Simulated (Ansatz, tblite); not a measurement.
Isomers of Zr2S4⁻ (doublet), found by a short tight-binding search and relaxed with PBE0-D4/def2-SVPD in Ansatz.

In the def2 sets Zr takes a core potential; there is no spin–orbit coupling. The xTB rows come from tblite. LC-ωPBE has ω = 0.4 bohr⁻¹. Correlated methods freeze 20 core orbitals; core or outer-core shells of Zr are correlated, in sets that lack core-valence functions.

A further structure is left out (at the level of its geometry, ⟨S²⟩ 1.10, where a pure state has 0.75); at PBE0-D4/def2-TZVPD its energy lies 2.75 eV above the lowest shown. A further structure is left out (at the level of its geometry, ⟨S²⟩ 1.11, where a pure state has 0.75); at PBE0-D4/def2-TZVPD its energy lies 2.98 eV above the lowest shown.

Other spin states weren't relaxed.

A:

```xyz
6

Zr   -1.924    0.155   -0.124
Zr    0.839   -0.067    0.054
S    -0.865   -1.907    0.519
S     3.098   -0.249    0.198
S    -0.504    0.540   -2.026
S    -0.645    1.529    1.379
```

B:

| atom | x (Å) | y (Å) | z (Å) |
| --- | --- | --- | --- |
| Zr1 | 1.3679 | -0.6556 | 0.2517 |
| Zr2 | -1.5214 | 0.2226 | -0.0093 |
| S3 | -3.6162 | 1.0127 | -0.2791 |
| S4 | -0.0128 | -0.5720 | -1.7843 |
| S5 | 0.2217 | 1.1605 | 1.4537 |
| S6 | 3.5608 | -1.1683 | 0.3674 |

Task: Estimate which lies lowest at each level, and how far above it the others are (kcal/mol).

Result: 
| level | A | B |
| --- | --- | --- |
| GFN1-xTB | 24.1 | 0.0 |
| GFN2-xTB | 0.0 | 5.5 |
| HF/def2-TZVPD | 0.0 | 12.7 |
| PBE-D4/def2-TZVPD | 0.0 | 15.8 |
| BLYP-D4/def2-TZVPD | 0.0 | 13.3 |
| r2SCAN-D4/def2-TZVPD | 0.0 | 15.9 |
| PBE0-D4/def2-TZVPD | 0.0 | 17.2 |
| BHLYP-D4/def2-TZVPD | 0.0 | 16.9 |
| LC-ωPBE/def2-TZVPD | 0.0 | 17.9 |
| RPA@PBE/def2-TZVPD | 0.0 | 11.9 |
| MP2/def2-TZVPD | 0.0 | 14.6 |
Point groups (tolerance 0.1 Å): A C3v, B C2v. Lower isomers may exist.
